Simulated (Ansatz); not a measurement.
Cs2Cl2⁻. Charge -1, multiplicity 2. Geometry PBE-D4/def2-TZVPD.

```xyz
4

Cs    0.705   -0.839   -2.614
Cs   -0.699    0.834    2.618
Cl    1.451   -1.759   -5.448
Cl   -1.457    1.764    5.444
```

In the def2 sets Cs takes a core potential; there is no spin–orbit coupling. At B97M-V/def2-TZVPD the highest occupied level of the charge -1 doublet lies above zero (up to 0.07 eV). It is a level of α spin, whose loss leaves a singlet; that state wasn't run at this geometry and level. The electron is either unbound and held by the finite basis, or the level is raised by self-interaction error. Another isomer (doublet) lies 0.58 eV lower at PBE0-D4/def2-TZVPD; other spin states weren't run for this one.

Q: Estimate the α-spin orbital energies around the gap (eV) in Ansatz with HF/def2-TZVPD, PBE-D4/def2-TZVPD, r2SCAN-D4/def2-TZVPD, B97M-V/def2-TZVPD, PBE0-D4/def2-TZVPD.

A: 
```csv
orbital,HF/def2-TZVPD,PBE-D4/def2-TZVPD,r2SCAN-D4/def2-TZVPD,B97M-V/def2-TZVPD,PBE0-D4/def2-TZVPD
HOMO−9,-15.49,-10.65,-11.12,-11.37,-12.09
HOMO−8,-15.31,-10.34,-10.78,-11.06,-11.81
HOMO−7,-15.27,-10.31,-10.75,-11.04,-11.78
HOMO−6,-6.83,-2.49,-2.72,-2.82,-3.75
HOMO−5,-6.82,-2.47,-2.70,-2.80,-3.72
HOMO−4,-6.72,-2.37,-2.63,-2.71,-3.63
HOMO−3,-6.72,-2.37,-2.63,-2.71,-3.63
HOMO−2,-6.72,-2.37,-2.63,-2.71,-3.62
HOMO−1,-6.72,-2.37,-2.63,-2.71,-3.62
HOMO,-1.36,-0.05,-0.04,0.07,-0.45
LUMO,2.15,0.94,0.98,0.68,1.24
LUMO+1,2.15,0.94,0.98,0.80,1.24
LUMO+2,2.48,1.04,1.28,0.80,1.45
LUMO+3,2.76,1.61,1.76,1.19,1.92
LUMO+4,2.91,1.75,1.94,1.42,2.08
LUMO+5,2.91,1.76,1.95,1.42,2.08
β HOMO,-6.72,-2.36,-2.63,-2.70,-3.62
β LUMO,2.23,0.46,0.62,0.63,0.95
```
